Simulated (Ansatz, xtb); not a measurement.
## Isomers of C6H3ClO2 in order of energy

4 gas-phase structures of C6H3ClO2, from a drawn sample of its isomers (lower ones may exist). Each was relaxed with GFN2-xTB:

A. `O=C1C=CC=C(Cl)C1=O`, a singlet
B. `O=C1C=CC(Cl)=CC1=O`, a singlet
C. `Clc1cc2occc2o1`, a singlet
D. `O=C1C=CC(=O)C(Cl)=C1`, a singlet

Task: Which do you expect lowest at r2SCAN-D4/def2-SVP, and how would the others follow?

Result: Calculated order at r2SCAN-D4/def2-SVP: D (0.0), B (5.8), A (7.0), C (15.5) kcal/mol.

Energies above the lowest of each column, in kcal/mol; the last columns are at PBE-D3(BJ)/def2-SVP geometries (a dash: not run or not comparable):

```csv
structure,GFN2-xTB,HF/STO-3G,r2SCAN-D4/def2-SVP,PBE-D3(BJ)/def2-SVP,CCSD(T)/def2-SVP + ΔMP2/def2-TZVPP
D,31.0,24.6,0.0,0.0,0.0
B,34.6,26.0,5.8,5.2,6.4
A,36.2,26.8,7.0,6.3,8.0
C,0.0,0.0,15.5,14.0,–
```

CCSD(T)/def2-SVP + ΔMP2/def2-TZVPP puts D lowest of those it was run on; GFN2-xTB picks C, HF/STO-3G picks C. Frequencies (GFN2-xTB) were run for A, B, D alone. ΔMP2 is the change of the MP2 energy from the smaller to the larger basis.

Over these structures GFN2-xTB departs from r2SCAN-D4/def2-SVP by 17.0 kcal/mol on average once a common shift is removed. A GFN2-xTB relaxation took about 0.054 s and the r2SCAN-D4/def2-SVP energy about 1.7 s on a shared host (Ansatz 0.2.0, xtb 6.7.1).
